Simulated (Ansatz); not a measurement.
Geometry optimisation, DFT PBE, scalar-relativistic, plane waves, PAW (Ansatz 0.2.0).

input.yaml

```yaml
crystal:
  lattice:
    - [7.398, 0.0, 0.0]
    - [-3.699, 6.406856, 0.0]
    - [0.0, 0.0, 13.0]
  atoms:
    - { symbol: C, position: [0.0, 0.0, 0.0769231] }
    - { symbol: C, position: [0.2222222, 0.1111111, 0.0769231] }
    - { symbol: C, position: [0.0, 0.3333333, 0.0769231] }
    - { symbol: C, position: [0.2222222, 0.4444444, 0.0769231] }
    - { symbol: C, position: [0.0, 0.6666667, 0.0769231] }
    - { symbol: C, position: [0.2222222, 0.7777778, 0.0769231] }
    - { symbol: C, position: [0.3333333, 0.0, 0.0769231] }
    - { symbol: C, position: [0.5555556, 0.1111111, 0.0769231] }
    - { symbol: C, position: [0.3333333, 0.3333333, 0.0769231] }
    - { symbol: C, position: [0.5555556, 0.4444444, 0.0769231] }
    - { symbol: C, position: [0.3333333, 0.6666667, 0.0769231] }
    - { symbol: C, position: [0.5555556, 0.7777778, 0.0769231] }
    - { symbol: C, position: [0.6666667, 0.0, 0.0769231] }
    - { symbol: C, position: [0.8888889, 0.1111111, 0.0769231] }
    - { symbol: C, position: [0.6666667, 0.3333333, 0.0769231] }
    - { symbol: C, position: [0.8888889, 0.4444444, 0.0769231] }
    - { symbol: C, position: [0.6666667, 0.6666667, 0.0769231] }
    - { symbol: C, position: [0.8888889, 0.7777778, 0.0769231] }
    - { symbol: Ru, position: [0.7217382, 0.1031265, 0.2446154] }
basis:
  ecutwfc: 420.0
kpoints:
  mp_grid: { grid: [2, 2, 1] }
hamiltonian:
  xc: pbe
  pseudopotentials: { kind: paw, azcp: { folder: soft_1 } }
scf:
  occupations: { method: gaussian, width: 0.02 }
  lower_state_search: "off"
relax:
  f_tol: 0.03
  max_steps: 60
  adjacent_minimum: "off"
```

Run as:

```bash
$ ansatz run input.yaml --threads 1 --pin off --max-ram 3072MiB --backend cpu --events-out ev --progress --plain --runs-dir out
```

Problem. Where does it end, and by what steps?

Solution. The forces met the threshold. Limits of this set-up: coarse k mesh, slab without dipole correction. After 6 steps the energy has fallen by 1.350 eV; Ru19 moved furthest, 0.88 Å. Joined: C3–Ru19 (2.90 → 2.21 Å), C15–Ru19 (2.92 → 2.21 Å), C16–Ru19 (3.09 → 2.21 Å).

```json
{"step": "0", "energy less start (eV)": "0.0000", "largest force component (eV/Å)": "3.027", "accepted": "yes"}
{"step": "1", "energy less start (eV)": "-0.6208", "largest force component (eV/Å)": "1.964", "accepted": "yes"}
{"step": "2", "energy less start (eV)": "-0.8987", "largest force component (eV/Å)": "1.041", "accepted": "yes"}
{"step": "3", "energy less start (eV)": "-1.1025", "largest force component (eV/Å)": "0.921", "accepted": "yes"}
{"step": "4", "energy less start (eV)": "-1.2749", "largest force component (eV/Å)": "0.551", "accepted": "yes"}
{"step": "5", "energy less start (eV)": "-1.3483", "largest force component (eV/Å)": "0.104", "accepted": "yes"}
{"step": "6", "energy less start (eV)": "-1.3504", "largest force component (eV/Å)": "0.021", "accepted": "yes"}
```

```xyz
19
Lattice="7.3980 0.0000 0.0000 -3.6990 6.4069 0.0000 0.0000 0.0000 13.0000" Properties=species:S:1:pos:R:3
C 0.014 -0.047 1.041
C 1.234 0.669 1.042
C -1.223 2.100 1.003
C 0.014 2.814 1.042
C -2.465 4.245 1.039
C -1.234 4.945 1.039
C 2.455 -0.047 1.042
C 3.692 0.667 1.003
C 1.234 2.098 1.042
C 2.455 2.814 1.041
C 0.004 4.230 1.040
C 1.234 4.929 1.039
C 4.933 -0.049 1.001
C 6.175 0.667 1.003
C 3.692 2.100 1.003
C 4.933 2.817 1.000
C 2.465 4.230 1.039
C 3.703 4.945 1.039
Ru 4.933 1.384 2.682
```

Whether the end is a true minimum wasn't checked by a vibrational analysis.

The run took 63 s on 1 thread of Arm Neoverse V2 (shared host), peak memory 0.69 GiB.
